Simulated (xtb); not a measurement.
xtb input (GFN1-xTB):

```bash
xtb mol.xyz --gfn 1 --opt tight --chrg 0 --uhf 0
```
mol.xyz:
```
4

Sn     0.09740211    -0.03165400    -0.02386111
O      1.78791550    -0.58104164    -0.43799501
F     -0.94730905    -0.26704864     1.55563318
F     -1.18307202     0.95938567    -1.03374258
```

Output:

```
           -------------------------------------------------
          |                Calculation Setup                |
           -------------------------------------------------

           -------------------------------------------------
          |                 G F N 1 - x T B                 |
           -------------------------------------------------

        Reference                      10.1021/acs.jctc.7b00118
      * Hamiltonian:
        H0-scaling (s, p, d)           1.850000    2.250000    2.000000
        zeta-weighting                 0.000000
      * Dispersion:
        s8                             2.400000
        a1                             0.630000
        a2                             5.000000
        s9                             0.000000
      * Repulsion:
        kExp                           1.500000
        rExp                           1.000000
      * Coulomb:
        alpha                          2.000000
        third order                    atomic
        anisotropic                    false
      * Halogen bond correction:
        rad-scale                      1.300000
        damping                        0.440000

          ...................................................
          :                      SETUP                      :
          :.................................................:
          :  # basis functions                  22          :
          :  # atomic orbitals                  21          :
          :  # shells                            9          :
          :  # electrons                        24          :
          :  # halogen bonds                     0          :
          :  max. iterations                   250          :
          :  Hamiltonian                  GFN1-xTB          :
          :  restarted?                      false          :
          :  GBSA solvation                  false          :
          :  PC potential                    false          :
          :  electronic temp.          300.0000000     K    :
          :  accuracy                    1.0000000          :
          :  -> integral cutoff          0.2500000E+02      :
          :  -> integral neglect         0.1000000E-07      :
          :  -> SCF convergence          0.1000000E-05 Eh   :
          :  -> wf. convergence          0.2000000E-04 e    :
          :  Broyden damping             0.4000000          :
          :  net charge                          0          :
          :  unpaired electrons                  0          :
          ...................................................

 iter      E             dE          RMSdq      gap      omega  full diag
   1    -17.3916280 -0.173916E+02  0.547E+00    2.77       0.0  T
   2    -17.4081840 -0.165561E-01  0.349E+00    2.72       1.0  T
   3    -17.3552989  0.528852E-01  0.301E+00    2.58       1.0  T
   4    -17.4087849 -0.534860E-01  0.944E-01    2.74       1.0  T
   5    -17.4148029 -0.601804E-02  0.360E-02    2.86       1.4  T
   6    -17.4148068 -0.390587E-05  0.139E-02    2.86       3.6  T
   7    -17.4148070 -0.179593E-06  0.148E-03    2.87      33.8  T
[...]
 printout                       ...        0 min,  0.000 sec (  2.713%)

         :::::::::::::::::::::::::::::::::::::::::::::::::::::
         ::                     SUMMARY                     ::
         :::::::::::::::::::::::::::::::::::::::::::::::::::::
         :: total energy             -17.404170958501 Eh    ::
         :: gradient norm              0.000018829374 Eh/a0 ::
         :: HOMO-LUMO gap              3.293896557029 eV    ::
         ::.................................................::
         :: SCC energy               -17.422474950375 Eh    ::
         :: -> electrostatic           0.049106385827 Eh    ::
         :: repulsion energy           0.019036135763 Eh    ::
         :: dispersion energy         -0.000732143888 Eh    ::
         :: halogen bond corr.         0.000000000000 Eh    ::
         :: add. restraining           0.000000000000 Eh    ::
         :: total charge               0.000000000000 e     ::
         :::::::::::::::::::::::::::::::::::::::::::::::::::::

           -------------------------------------------------
          |                Property Printout                |
           -------------------------------------------------

    * Orbital Energies and Occupations

         #    Occupation            Energy/Eh            Energy/eV
      -------------------------------------------------------------
         1        2.0000           -1.0034822             -27.3061
         2        2.0000           -0.8654311             -23.5496
         3        2.0000           -0.8398305             -22.8530
         4        2.0000           -0.7448267             -20.2678
         5        2.0000           -0.5888646             -16.0238
         6        2.0000           -0.5878341             -15.9958
         7        2.0000           -0.5843453             -15.9008
         8        2.0000           -0.5777096             -15.7203
         9        2.0000           -0.5737859             -15.6135
        10        2.0000           -0.5732249             -15.5982
        11        2.0000           -0.5684287             -15.4677
        12        2.0000           -0.5638826             -15.3440 (HOMO)
        13                         -0.4428341             -12.0501 (LUMO)
        14                         -0.2504097              -6.8140
        15                         -0.1253170              -3.4100
        16                         -0.0698181              -1.8998
        17                         -0.0671621              -1.8276
        18                          0.0076557               0.2083
        19                          0.0591025               1.6083
        20                          0.4477262              12.1833
        21                          0.6997852              19.0421
      -------------------------------------------------------------
                  HL-Gap            0.1210485 Eh            3.2939 eV
             Fermi-level           -0.5033584 Eh          -13.6971 eV

  Mulliken/CM5 charges         n(s)   n(p)   n(d)
     1Sn    0.85403  0.99708   1.807  0.826  0.513
     2O    -0.38399 -0.46377   1.792  4.592  0.000
     3F    -0.23502 -0.26666   1.854  5.381  0.000
     4F    -0.23502 -0.26666   1.854  5.381  0.000

Wiberg/Mayer (AO) data.
largest (>0.10) Wiberg bond orders for each atom

 ---------------------------------------------------------------------------
     #   Z sym  total        # sym  WBO       # sym  WBO       # sym  WBO
 ---------------------------------------------------------------------------
     1  50 Sn   2.703 --     2 O    1.249     3 F    0.727     4 F    0.727
     2   8 O    1.907 --     1 Sn   1.249     3 F    0.329     4 F    0.329
     3   9 F    1.214 --     1 Sn   0.727     2 O    0.329     4 F    0.158
     4   9 F    1.214 --     1 Sn   0.727     2 O    0.329     3 F    0.158
Note: The following floating-point exceptions are signalling: IEEE_DENORMAL
normal termination of xtb
 ---------------------------------------------------------------------------

Topologies differ in total number of bonds
Writing topology from bond orders to xtbtopo.mol

 dipole moment from electron density (au)
     X       Y       Z
  -0.6197   0.2014   0.1518  total (Debye):    1.701

           -------------------------------------------------
          |                Geometry Summary                 |
           -------------------------------------------------

      molecular mass/u    :      172.7063238
   center of mass at/Å    :       -0.0121381       0.0039447       0.0029735
  moments of inertia/u·Å² :        0.8097669E+02   0.1019107E+03   0.1828874E+03
rotational constants/cm⁻¹ :        0.2081788E+00   0.1654157E+00   0.9217491E-01

 * 3 selected distances

     #   Z          #   Z                                           value/Å
     1  50 Sn       2   8 O                                       1.7710526 (min)
     1  50 Sn       3   9 F                                       1.8801320
     1  50 Sn       4   9 F                                       1.8801320 (max)

 * 2 distinct bonds (by element types)

   Z      Z             #   av. dist./Å        max./Å        min./Å
   8 O   50 Sn          1     1.7710526     1.7710526     1.7710526
   9 F   50 Sn          2     1.8801320     1.8801320     1.8801320

optimized geometry written to: xtbopt.xyz

           -------------------------------------------------
          | TOTAL ENERGY              -17.404170958501 Eh   |
          | GRADIENT NORM               0.000018829374 Eh/α |
          | HOMO-LUMO GAP               3.293896557029 eV   |
           -------------------------------------------------

------------------------------------------------------------------------
------------------------------------------------------------------------
 total:
 SCF:
 ANC optimizer:
```
